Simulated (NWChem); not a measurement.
System: CCl₃, doublet; SMILES Cl[C](Cl)Cl

```xyz
4

Cl    -1.6323    -0.4235    -0.0248
C      0.0000     0.0000     0.2712
Cl     1.1829    -1.2019    -0.0248
Cl     0.4494     1.6253    -0.0248
```
Atoms are numbered in this order, from 1.

Program: NWChem. Spin-unrestricted. In the optimisation the excess spin sits in a (C3, its own frame). Coordinates come from a PBE0/def2-SVP, spin-unrestricted optimisation. No stability test was run on the SCF state. Level: M05-2X/def2-SVP with SMD (1 M gas to 1 M solution), gas-phase geometry. Reactions with the solvent are ignored.

For solvent chloroform:

- solvation free energy (kcal/mol): -2.4
- cavity-dispersion-structure term (kcal/mol): -2.2

**Question.** What are these values for solvent 1,4-dioxane?

**Answer.** solvation free energy (kcal/mol): -1.3
cavity-dispersion-structure term (kcal/mol): -1.2
